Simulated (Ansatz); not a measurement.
Two members of one family ([Ln(NH3)6]3+), computed with Ansatz in the gas phase; def2 core potentials for Dy, Tb, no spin–orbit coupling. HOMO and LUMO are taken over both spins. With an open 4f shell the SCF may have ended above the lowest state. The structures are stationary points that may keep the symmetry of their start.

First: [Tb(NH3)6]3+ (septet, charge 3, r2SCAN-D4/def2-SVP geometry).

Cartesian coordinates in Å:
```
Tb -0.001 -0.001 0.000
N -2.010 -0.601 1.363
H -2.303 -1.588 1.307
H -2.873 -0.091 1.126
H -1.923 -0.446 2.378
N 2.015 0.608 -1.349
H 2.271 1.606 -1.337
H 1.957 0.399 -2.356
H 2.892 0.143 -1.069
N -0.488 -1.897 -1.557
H -0.032 -2.789 -1.321
H -0.212 -1.750 -2.539
H -1.482 -2.159 -1.635
N 0.502 1.905 1.540
H 1.502 2.075 1.721
H 0.107 1.827 2.488
H 0.165 2.827 1.227
N 1.385 -1.519 1.423
H 0.855 -2.212 1.974
H 1.961 -1.050 2.137
H 2.071 -2.103 0.922
N -1.404 1.504 -1.421
H -0.881 2.147 -2.034
H -2.036 2.138 -0.910
H -2.039 1.026 -2.077
```

```tsv
level	HOMO (eV)	LUMO (eV)	gap (eV)
PBE-D4/def2-SVP	-17.85	-16.88	0.97
PBE-D4/def2-TZVP	-17.92	-16.93	0.99
r2SCAN-D4/def2-TZVP	-17.54	-15.58	1.96
PBE0-D4/def2-SVP	-21.11	-13.27	7.84
```

Metal–donor distances: 6 × N 2.50 Å.

Second: [Dy(NH3)6]3+ (sextet, charge 3, r2SCAN-D4/def2-SVP geometry).

Cartesian coordinates in Å:
```
Dy -0.002 0.001 0.000
N -1.990 0.954 -1.141
H -2.367 1.815 -0.717
H -2.816 0.339 -1.185
H -1.851 1.224 -2.127
N 2.005 -0.962 1.099
H 2.318 -1.869 0.721
H 1.914 -1.151 2.109
H 2.858 -0.384 1.050
N -0.657 1.102 2.143
H -0.246 2.034 2.307
H -0.408 0.591 3.003
H -1.666 1.274 2.267
N 0.700 -1.136 -2.110
H 1.714 -1.149 -2.293
H 0.317 -0.739 -2.982
H 0.442 -2.132 -2.183
N 1.278 2.029 -0.642
H 0.707 2.853 -0.883
H 1.886 1.921 -1.468
H 1.924 2.398 0.073
N -1.335 -1.989 0.650
H -0.795 -2.784 1.025
H -1.891 -2.422 -0.103
H -2.039 -1.822 1.386
```

Question: Estimate the same table for the second.

Answer: 
```
              level  HOMO (eV)  LUMO (eV)  gap (eV)
    PBE-D4/def2-SVP     -18.66     -17.83      0.83
   PBE-D4/def2-TZVP     -18.76     -17.92      0.84
r2SCAN-D4/def2-TZVP     -18.98     -16.87      2.10
   PBE0-D4/def2-SVP     -21.39     -14.17      7.22
```

Metal–donor distances: 6 × N 2.48 to 2.50 Å.
